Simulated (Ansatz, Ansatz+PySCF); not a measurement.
```xyz
3

H     0.4804    0.0000    0.0000
H    -0.2402    0.4161    0.0000
H    -0.2402   -0.4161    0.0000
```

RHF on singlet H₃(+) was run in several spherical basis sets with Ansatz (development build ahead of 0.2.0). Caution for RHF: stretched shape with no unrestricted run beside it, a lower state can exist.

Question: Rank the basis sets by the total energy that they give, lowest first, with the distance from the lowest.
A. cc-pVTZ
B. def2-TZVP
C. cc-pVDZ
D. def2-SVP
E. 6-31G(d)

Answer: A (0.00 eV), B (0.03 eV), D (0.20 eV), C (0.21 eV), E (0.66 eV).
